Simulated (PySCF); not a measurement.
**How methods differ on the ionisation energy of Gd³⁶⁺**

Gd³⁶⁺ [Ar] 3d10 (1S) → Gd³⁷⁺ [Ar] 3d9 (2D), as a difference of total energies. Calculation: PySCF 2.14, in an uncontracted even-tempered set (18 s from 6.2 bohr⁻², ratio 2.5; 13 p from 8.1 bohr⁻², ratio 2.5; 8 d from 8.1 bohr⁻², ratio 2.5; 4 f from 37 bohr⁻², ratio 2.7; 3 g from 55 bohr⁻², ratio 2.7); scalar relativity by spin-free X2C-1e. Correlated levels: outer shells: [Ne] frozen; virtual orbitals above 40 to 60 times the deepest correlated orbital energy dropped. The calculations carry no spin-orbit coupling.

```
                method  ionisation energy (eV)
                   UHF                  2635.4
                   LDA                  2634.0
                   PBE                  2633.2
                  PBE0                  2634.3
                r2SCAN                  2634.7
             BHandHLYP                  2635.0
                B2PLYP                  2635.1
    MP2 (outer shells)                  2637.1
SCS-MP2 (outer shells)                  2636.8
```

A first-order spin-orbit estimate (lowest level to lowest level, LS coupling) adds -12.973 eV.

Breit and QED terms and the two-electron picture change are absent.

For comparison: 2621 ± 5 eV (theoretical estimate listed by NIST; NIST Atomic Spectra Database, ionization energies).
